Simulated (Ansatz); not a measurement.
Basis-set extrapolation for AlH3S3, SMILES `[SH][Al]([SH])[SH]` (PBE0-D4/def2-TZVP geometry, frozen core, Ansatz). Multiplicity 1, RHF reference.

```tsv
	def2-TZVPP	def2-QZVPP
HF	-1436.453692	-1436.493935
MP2 correlation	-0.603235	-0.657477
CCSD(T) correlation	-0.691375	not run
```

Energies in hartree. Use E(X) = E(∞) + A·exp(−7.88·√X) for Hartree–Fock and E(X) = E(∞) + B·X^(−2.97) for correlation, with X = 3 and 4, and add CCSD(T) minus MP2 of the smaller set to the MP2 limit.

**Question.** What is the CCSD(T) energy at the basis-set limit?

**Answer.** HF limit: -1436.493935 + (-0.040243) × 0.13774 = -1436.49948. MP2 limit: -0.657477 + (-0.054242) × 0.74074 = -0.69766. Higher-order term: -0.691375 − (-0.603235) = -0.08814. Total: -1437.28528 hartree, 368.1 kJ/mol below CCSD(T)/def2-TZVPP.
